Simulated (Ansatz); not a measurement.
A nudged elastic band was laid between two geometries of CH$_{9}$AlOSi$_{2}$ (14 atoms, charge 0, multiplicity 1).

The calculation used RKS B3LYP-D4/def2-SVP in Ansatz.

```json
{"movable images": "4", "climbing image": "no", "spring": "5.0 eV/Å²", "optimiser": "quadratic models (default)", "start path": "through a guess of the saddle point", "force threshold": "0.05 eV/Å", "iteration limit": "60", "end points": "relaxed"}
```

Image 0:

```xyz
14
Properties=species:S:1:pos:R:3
C -0.889 1.738 0.821
Si 0.281 0.711 1.909
Al 0.917 -1.375 0.785
O 0.526 -1.472 -0.877
Si 0.051 -1.250 -2.442
H -1.827 1.192 0.633
H -1.141 2.697 1.299
H -0.424 1.950 -0.155
H -0.369 0.435 3.232
H 1.511 1.515 2.215
H 1.651 -2.633 1.410
H -1.136 -2.103 -2.744
H -0.319 0.179 -2.680
H 1.157 -1.612 -3.376
```

Image 5:

```xyz
14
Properties=species:S:1:pos:R:3
C -1.307 1.632 1.126
Si 0.362 0.721 1.196
Al 0.295 -1.409 0.001
O 1.566 -1.518 -1.371
Si 0.277 -1.022 -2.690
H -2.100 1.045 1.618
H -1.241 2.607 1.634
H -1.612 1.808 0.082
H 0.746 0.534 2.634
H 1.419 1.590 0.586
H -0.030 -2.876 0.509
H -0.796 -1.243 -1.445
H 0.387 0.448 -2.286
H 2.023 -2.348 -1.565
```

**Question.** Which bonds break or form, and what moves?

**Answer.** Bonds broken: Si5–H14. Bonds formed: O4–H14.

**Question.** What energy profile does the band end with?

**Answer.** The forces met the threshold. The highest image is number 4 of 0 to 5, 189.0 kJ/mol above the first end and 25.7 kJ/mol above the last; the last end lies 163.3 kJ/mol above the first. No image climbed, so the highest image needn't sit at the top of the path. A band with more images between the same ends climbed to 3.44 eV, so this one has probably stepped over the top. The orbitals stay closed-shell, which can raise the energy where a bond breaks towards radicals; this wasn't checked here.

```tsv
image	path coordinate (Å)	energy (kJ/mol)	Si5–H14 (Å)	O4–H14 (Å)
0	0.00	0.0	1.49	2.58
1	2.34	1.6	1.49	2.58
2	4.67	63.9	1.47	2.31
3	7.01	171.3	2.52	0.97
4	9.35	189.0	2.52	0.97
5	11.68	163.3	2.46	0.97
```

**Question.** What is the geometry of the highest image?

**Answer.** 
```xyz
14
Properties=species:S:1:pos:R:3
C -1.215 1.694 1.403
Si 0.435 0.850 0.971
Al -0.030 -1.213 -0.264
O 1.400 -1.993 -1.152
Si 0.667 -1.337 -2.809
H -1.865 0.994 1.953
H -1.065 2.590 2.026
H -1.749 1.997 0.488
H 1.179 0.574 2.247
H 1.294 1.795 0.184
H -1.093 -2.270 0.244
H -0.673 -1.870 -2.210
H 0.361 0.008 -2.060
H 2.340 -1.848 -0.992
```

The band took 49 iterations and roughly 15 core-minutes.

Time of the run: 7.6 min on 2 threads of AMD EPYC 9R14 (Zen 4) (shared host), peak memory 0.34 GiB.
